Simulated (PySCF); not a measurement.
**Telling isomers of C$_{8}$H$_{9}$N apart by NMR**

Computed data (PySCF): shieldings: GIAO PBE0/pcSseg-1, geometry: GFN2-xTB. A single conformation, non-relativistic, one averaged value for each set of equivalent atoms, in vacuum.

References, each an isolated molecule treated in the same way: TMS for $^{1}$H and $^{13}$C. Where no couplings were computed, multiplicities follow the n + 1 count of equivalent neighbours, and m marks all less simple cases (inequivalent or close neighbours, rings, F or P nearby). Shifts are as computed. Against solution values, carbons near 30 ppm lie about +3 ppm off and those near 130 ppm about +5 ppm. Of 1211 compounds with measured shifts, 218 miss one by over three times the rms of a fit or turn the order of signals round; such compounds aren't used in these exercises.

(1) Tabulate the signals of `C=C1C[C@@](C)(C#N)C1=C`, `C/N=C\C1=C[C@@H]2C=C[C@H]12`, `C=CCc1ccncc1`, `C=C(C)c1ccncc1` and their relative energies.

(2) What is the quickest way to tell C=C1C[C@@](C)(C#N)C1=C from C/N=C\C1=C[C@@H]2C=C[C@H]12?

(3) What is the quickest way to tell C/N=C\C1=C[C@@H]2C=C[C@H]12 from C=C(C)c1ccncc1?

(4) What is the quickest way to tell C=C1C[C@@](C)(C#N)C1=C from C=CCc1ccncc1?

Answers

(1) 
```json
{"SMILES": "C=C1C[C@@](C)(C#N)C1=C", "carbon types": "4×C 3×CH2 1×CH3", "δC": "158.0, 150.1, 127.9, 115.8, 114.2, 43.7, 33.0, 26.9", "δH": "5.90 (br s, 1H), 5.86 (br s, 1H), 5.54 (br s, 1H), 5.37 (br s, 1H), 3.21 (m, 1H), 2.65 (m, 1H), 1.49 (s, 3H)", "E rel. (kcal/mol)": "39.4"}
{"SMILES": "C/N=C\\C1=C[C@@H]2C=C[C@H]12", "carbon types": "1×C 6×CH 1×CH3", "δC": "162.4, 158.6, 154.6, 153.9, 153.9, 53.4, 51.6, 44.6", "δH": "8.25 (s, 1H), 7.07 (m, 1H), 6.94 (d, 1H), 6.94 (m, 1H), 4.15 (m, 1H), 4.03 (m, 1H), 3.68 (s, 3H)", "E rel. (kcal/mol)": "77.9"}
{"SMILES": "C=CCc1ccncc1", "carbon types": "1×C 5×CH 2×CH2", "δC": "156.3, 155.1, 148.4, 128.6, 120.5, 47.6", "δH": "8.91 (d, 2H), 7.25 (d, 2H), 6.05 (m, 1H), 5.51 (m, 1H), 5.20 (m, 1H), 3.38 (d, 2H)", "E rel. (kcal/mol)": "4.0"}
{"SMILES": "C=C(C)c1ccncc1", "carbon types": "2×C 4×CH 1×CH2 1×CH3", "δC": "156.1, 155.3, 152.7, 124.8, 122.8, 24.2", "δH": "8.95 (d, 2H), 7.34 (d, 2H), 5.77 (br s, 1H), 5.59 (br s, 1H), 2.29 (s, 3H)", "E rel. (kcal/mol)": "0.0"}
```

Energies are electronic energies at PBE0/pcSseg-1 on these geometries, without zero-point or thermal terms, each for the one conformer computed, which needn't be the lowest.

(2) Both give the same number of carbon signals, but DEPT or the intensities differ. The first has a terminal =CH2 carbon at 115.8 ppm, the second a C=N carbon (CH) at 162.4 ppm. Their most deshielded carbons lie at 158.0 and 162.4 ppm. In the proton spectra the most deshielded non-exchanging signals are 5.90 (br s, 1H) and 8.25 (s, 1H).

(3) Count the carbon signals: 8 against 6. The first has an allylic sp3 CH at 53.4 ppm, the second a terminal =CH2 carbon at 122.8 ppm. Their most deshielded carbons lie at 162.4 and 156.1 ppm. In the proton spectra the most deshielded non-exchanging signals are 8.25 (s, 1H) and 8.95 (d, 2H).

(4) Count the carbon signals: 8 against 6. The first has an allylic quaternary sp3 carbon (C) at 33.0 ppm, the second an aromatic CH next to a ring nitrogen at 156.3 ppm. Their most deshielded carbons lie at 158.0 and 156.3 ppm. In the proton spectra the most deshielded non-exchanging signals are 5.90 (br s, 1H) and 8.91 (d, 2H).
